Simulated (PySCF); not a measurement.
Mean polarisability (bohr³) of eight silicon and germanium compounds: PBE beside PBE0, computed with PySCF for isolated molecules in the bases named; differences from unrounded values. The eight are the first of their class met in an unordered collection, after screening for sound electronic states; none was chosen by its value. Each molecule has one DFT geometry for both levels.

| molecule | basis | PBE0 | PBE | difference |
|---|---|---|---|---|
| CH₅FOSi, SMILES F[Si@H](C)O | def2-TZVP | 39.4 | 41.2 | 1.8 |
| Si(F)2(Cl)(Me) (CH₃ClF₂Si), SMILES C[Si](F)(F)Cl | def2-TZVP | 44.9 | 46.8 | 1.9 |
| C3H8O2Si, SMILES OC[SiH]1COC1 | def2-TZVP | 68.7 | 71.7 | 3.0 |
| C2H4FNOSi, SMILES O[Si@@H]1C=N[C@@H]1F | def2-TZVP | 55.0 | 57.4 | 2.5 |
| C3H8O2Si, SMILES C[C@@H](C=O)[SiH2]O | def2-TZVP | 67.2 | 70.2 | 3.0 |
| CH₇GeNSi₂, SMILES [SiH3][C]1=N[SiH2][GeH2]1 | def2-TZVP | 105.6 | 110.1 | 4.5 |
| CH5ClFNSi, SMILES [Si@](C)(Cl)(F)N | def2-TZVP | 53.4 | 55.6 | 2.3 |
| C3H9FOSi, SMILES CCOC[SiH2]F | def2-TZVP | 66.7 | 69.8 | 3.1 |

PBE lies below PBE0 in 0 and above it in 8 of the eight; the mean signed difference is 2.8 and the largest 4.5 bohr³.
